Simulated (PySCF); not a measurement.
**`InChI=1S/C4H3ClSe/c5-4-2-1-3-6-4/h1-3H`**

Geometry:
```
atom   x (Å)   y (Å)   z (Å)
 Cl1   2.962   0.412   0.299
  C2   1.263   0.335   0.129
  C3   0.522  -0.798   0.030
  C4  -0.869  -0.561  -0.101
  C5  -1.232   0.745  -0.107
 Se6   0.222   1.890   0.062
  H7   0.953  -1.784   0.050
  H8  -1.578  -1.366  -0.190
  H9  -2.231   1.132  -0.197
```

Level of theory: quadratic response wB97X-D/aug-cc-pVDZ first hyperpolarisability, Taylor convention, gas phase in PySCF. Geometry: GFN2-xTB.

The calculation is non-relativistic, which matters for the atoms heavier than Zn.

What is the first hyperpolarisability, and how does it disperse?

In au, Taylor convention; the vector part is βᵢ = ⅓ Σⱼ (βᵢⱼⱼ + βⱼᵢⱼ + βⱼⱼᵢ); β∥ is 3/5 of the vector part along the dipole, the dipole points from − to +:
```csv
process,λ (nm),β vector norm,β∥,β HRS,depolarisation ratio
"static β(0;0,0)",∞,221.0,-103.6,83.4,7.38
"second harmonic β(−2ω;ω,ω)",1064,261.1,-124.9,99.2,7.10
"Pockels β(−ω;ω,0)",1064,233.0,-109.9,–,–
```

Which lowest excitations, dipole and polarisabilities go with it?

S1 5.17 eV (f = 0.114); S2 5.21 eV (f = 0.000); S3 5.43 eV (f = 0.000); dipole 1.60 D; isotropic α 83.7 au static, 84.7 au at 1064 nm, 88.1 au at 532 nm.
